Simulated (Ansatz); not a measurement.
`OBBS` + H₂S → `OBS` + `BS`  (cleavage of the B–B bond)

Isolated molecules relaxed with PBE0-D4/def2-TZVP in Ansatz; ΔE leaves out vibrations. CCSD(T)/CBS is the MP2 limit (def2-TZVPP, def2-QZVPP) plus CCSD(T) − MP2 in def2-TZVPP, frozen cores. This one scheme is used for every species. Functionals use def2-TZVPP. B3LYP here is the variant with VWN-RPA as its local correlation; programs differ in this. One conformer a species, not always the lowest.

```
       level  ΔE (eV)
      B97M-V    -0.99
  r2SCAN0-D4    -1.03
CAM-B3LYP-D4    -0.97
      B2PLYP    -1.01
         PBE    -0.98
       B3LYP    -0.98
   CAM-B3LYP    -0.98
MP2/def2-SVP    -1.09
```

(1) What does CCSD(T)/CBS give? (Best estimate.)

Largest T1 diagnostic among the species: 0.016.

## Answers

(1) The calculation gave: -0.98 eV. The listed levels differ from it by -0.01, -0.05, 0.01, -0.03, 0.00, 0.00, 0.00, -0.11 eV.

At CCSD(T), def2-SVP lies −0.04 eV from the extrapolated value and def2-TZVPP −0.00 eV. Leaving LDA and LC-ωPBE aside and taking each functional with its dispersion term where it has one, the values, not all of them listed here, spread over 0.07 eV, from r2SCAN-D4 to BLYP-D4.
